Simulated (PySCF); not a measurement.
A side-by-side comparison of computed properties.

First species: C6H7NO.
Bonds: O1–C2 (double), C2–N3, N3–C4, C4–C5 (double), C5–C6, C6–C7, C7–C8 (double), C4–C8. Hydrogens: H9 on C2; H10 on N3; H11 on C5; H12, H13 on C6; H14 on C7; H15 on C8.

Second species: H8NPSi2.
Z-matrix (Å and degrees, GFN2-xTB geometry), rows numbered from 1:
```
N 
Si  1  1.7246
P   2  2.2524  1  112.79
Si  3  2.2241  2  102.47  1   -85.38
H   1  1.0082  2  118.28  3    67.45
H   1  1.0082  2  117.69  3   -67.14
H   2  1.4613  1  106.33  3   116.73
H   2  1.4651  1  105.19  3  -123.32
H   3  1.3791  2   95.32  1   177.69
H   4  1.4620  3  107.27  2  -165.10
H   4  1.4641  3  106.83  2    76.15
H   4  1.4668  3  114.00  2   -44.08
```

Levels: PBE0/def2-SVPD for dipole moment, HOMO energy, LUMO energy, HOMO–LUMO gap, static isotropic polarisability and electronic spatial extent ⟨r²⟩ about the centre of nuclear charge; TDDFT PBE0/def2-SVPD for lowest singlet excitation; TDA PBE0/def2-SVPD for lowest triplet excitation (Tamm–Dancoff); GFN2-xTB for rotational constant A and rotational constant C. Geometries: GFN2-xTB. Each structure is a single optimised conformer of the isolated species, non-relativistic unless stated. Electronic properties by PySCF.

Dipoles, sizes and rotational constants follow the conformer. The torsions of the flexible species, by atom-mapped SMILES:
- `[O:1]=[CH:2][NH:3][C:4]1=[CH:5][CH2:6][CH:7]=[CH:8]1`: O1–C2–N3–C4 0°, C2–N3–C4–C5 180°
- `[NH2:1][SiH2:2][PH:3][SiH3:4]`: N1–Si2–P3–Si4 -85°, H–N1–Si2–P3 67°, H–N1–Si2–P3 -67°

**Question.** Which of the two has the higher T1 energy, and by how much?

**Answer.** The second: 5.17 eV against 2.92 eV, a difference of 2.25 eV.

**Question.** Which of the two has the higher ⟨r²⟩, and by how much?

**Answer.** The first: 995 bohr² against 870 bohr², a difference of 125 bohr².

**Question.** Which has the higher static isotropic polarisability?

**Answer.** The second: 92.5 au against 81.6 au, a difference of 10.9 au.

**Question.** Which has the higher HOMO energy?

**Answer.** The first: -6.21 eV against -7.01 eV, a difference of 0.80 eV.

**Question.** Which has the higher rotational constant C?

**Answer.** The second: 1.475 GHz against 1.145 GHz, a difference of 0.330 GHz.

**Question.** Which has the higher LUMO energy?

**Answer.** The second: -0.18 eV against -0.82 eV, a difference of 0.64 eV.

**Question.** Which of the two has the higher dipole moment, and by how much?

**Answer.** The first: 3.74 D against 0.63 D, a difference of 3.11 D.

**Question.** Which of the two has the higher rotational constant A, and by how much?

**Answer.** The second: 5.538 GHz against 5.510 GHz, a difference of 0.028 GHz.

On the first: The 6 singlets span 4.79 to 6.27 eV, and their oscillator strengths add up to 0.58. The vertical singlet–triplet gap S1 − T1 is 1.87 eV (TDDFT singlet less Tamm–Dancoff triplet; S1: HOMO→LUMO, weight 0.98; T1: HOMO→LUMO, weight 0.92).

On the second: The vertical singlet–triplet gap S1 − T1 is 0.40 eV (TDDFT singlet less Tamm–Dancoff triplet; S1: HOMO→LUMO, weight 0.93; T1: HOMO→LUMO, weight 0.80). The polarisability is 13.71 Å³ as a volume (1 au = 0.148185 Å³), or 1.60 au for each of the 58 electrons.
